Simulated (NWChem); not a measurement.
**Ionisation of Cl₂Ge**

```
Ge
Cl 1 2.2145
Cl 1 2.2145 2 101.09
```
Charge 0, spin multiplicity 1.

Program: NWChem. The geometry was optimised at PBE/def2-SVP, a minimum by its harmonic frequencies.

Basis set: def2-TZVP. The species with one electron less has spin multiplicity 2 and keeps the geometry of the parent. Δ marks differences of total energies (open shells unrestricted). −ε marks an orbital energy of the parent. That orbital need not have the symmetry of the hole or added electron in the Δ rows.

The Hamiltonian is non-relativistic. B3LYP has NWChem's definition, with VWN1-RPA local correlation. The structure started from a generated list of species. No SCF solution was tested for a lower state.

Question: Order these methods by the first vertical ionisation energy they give, lowest first: −ε(HOMO) of HF, −ε(HOMO) of B3LYP, −ε(HOMO) of BLYP, −ε(HOMO) of PBE, ΔB3LYP.

Answer: −ε(HOMO) of BLYP (6.91 eV), −ε(HOMO) of PBE (7.06 eV), −ε(HOMO) of B3LYP (7.98 eV), ΔB3LYP (10.37 eV), −ε(HOMO) of HF (10.59 eV)
